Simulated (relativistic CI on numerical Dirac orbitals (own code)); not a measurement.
Yb XVI: sensitivity of the levels to the model

Base calculation: Dirac-Coulomb-Breit CI, orbitals from a KLI potential per configuration, model QED, unscaled Slater integrals.

Configuration list (outside the closed core [Ar] 3d10): 4s2 4p6 4d10 4f9, 4s2 4p6 4d10 4f7 5s2, 4s2 4p6 4d9 4f10, 4s2 4p5 4d10 4f10, 4s 4p6 4d10 4f10, 4p6 4d10 4f11. Levels of other configurations are missing.

The lowest level and the first level of each name with at least 55 % of one term (blank where a level has no safe partner in the second run):

```
                        Level  Base (cm⁻¹)  Shift (cm⁻¹)
 4s2 4p6 4d10 4f7 5s2 8S°_7/2          0.0           0.0
 4s2 4p6 4d10 4f7 5s2 6P°_7/2      57562.4          +5.3
 4s2 4p6 4d10 4f7 5s2 6P°_5/2      59835.2          +4.7
 4s2 4p6 4d10 4f7 5s2 6P°_3/2      61806.8          +4.6
 4s2 4p6 4d10 4f7 5s2 6I°_7/2      64302.5          +0.8
4s2 4p6 4d10 4f7 5s2 6I°_17/2      65645.9          +0.5
 4s2 4p6 4d10 4f7 5s2 6I°_9/2      65686.7          +0.6
4s2 4p6 4d10 4f7 5s2 6I°_11/2      66729.0          +0.4
4s2 4p6 4d10 4f7 5s2 6I°_15/2      67055.6          +0.5
4s2 4p6 4d10 4f7 5s2 6I°_13/2      67239.3          +0.3
 4s2 4p6 4d10 4f7 5s2 6D°_9/2      73572.6          +3.6
 4s2 4p6 4d10 4f7 5s2 6D°_7/2      76918.0          +5.2
    4s2 4p6 4d10 4f9 6H°_15/2      77334.0        +166.0
 4s2 4p6 4d10 4f7 5s2 6D°_1/2      77385.5          +0.3
```

At this charge transitions that keep the count of f electrons are usually good to a few per cent. Terms inside the open d or f shell come out 10 to 20 % too wide with unscaled integrals. Levels and lines within the n = 5 or 6 shells can be off by up to 10 % or somewhat more, and those that change n by about 2 %, since core polarisation is missing. Levels that differ in their count of f electrons can be misplaced by several ten thousand cm⁻¹, since the correlation energy of f electrons is missing or only estimated; rates across such gaps can be off by orders of magnitude. The computed lowest level isn't the tabulated ground level, which NIST ASD gives as 4f9 6H°15/2; for such ions that label comes from theory and may be the wrong one.

(1) One thing was changed in a second run, which moved the levels as shown. Which?
A. Breit term removed
B. QED terms removed
C. only the first 3 configurations
D. configuration mixing switched off

## Answers

(1) C. Only the first 3 configurations. With fewer configurations the levels that remain lose their mixing partners.

LS names give the leading component of a level, which can be under half, so a name can repeat, a term be missing and a line seem to break the LS rules.
